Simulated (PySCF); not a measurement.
Correlation energy of Cr³⁺ (chromium, charge +3)

Starting occupation: [Ar] 3d3, 3d3/2 with m_j = -1/2, +1/2, +3/2. Calculation: PySCF 2.14, in x2c-TZVPall-2c (6s7p4d1f, 54 functions); X2C-1e with screened-nucleus spin-orbit coupling, Gaussian nucleus. Frozen: [Ne]; 11 electrons correlated; the 6 highest virtual spinors left out.

MP2 pair energies summed by pair of shells (mhartree):

```csv
pair,energy,share (%)
3p-3p,-99.49,41.9
3d-3p,-84.07,35.4
3p-3s,-25.56,10.8
3d-3d,-12.00,5.1
3d-3s,-11.61,4.9
3s-3s,-4.76,2.0
```

Total MP2 correlation energy: -237.51 mhartree.

The GHF reference relaxed away from the jj start to a determinant that is no pure jj level (⟨S²⟩ = 3.75, ⟨J²⟩ = 6.66); the energies belong to that determinant.

This basis was not built for core-valence correlation, so the inner-shell part is incomplete.
